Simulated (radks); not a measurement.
Problem. All-electron atom: neutral selenium in [Ar] 3d10 4s1.5 4p4.5 (fractional occupations, a model configuration). Calculated with a radial shooting solver on a logarithmic mesh with Libxc functionals: scalar-relativistic Kohn-Sham, PBE, spin-unpolarised, spherical densities, point nucleus. Some entries of the table are withheld. Estimate them.

| orbital | occ. | eigenvalue (eV) | <r^2> (bohr^2) |
|---|---|---|---|
| 1s | 2 | (1) | 0.002616 |
| 2s | 2 | (2) | (3) |
| 2p | 6 | -1414.427 | 0.03586 |
| 3s | 2 | -214.3405 | 0.3793 |
| 3p | 6 | -153.8034 | 0.4077 |
| 3d | 10 | -53.9302 | 0.4966 |
| 4s | 1.5 | (4) | (5) |
| 4p | 4.5 | (6) | 6.127 |

Solution. 
(1) 1s eigenvalue (eV): -12505.98
(2) 2s eigenvalue (eV): -1608.014
(3) 2s <r^2> (bohr^2): 0.04527
(4) 4s eigenvalue (eV): -17.7078
(5) 4s <r^2> (bohr^2): 3.670
(6) 4p eigenvalue (eV): -6.8247
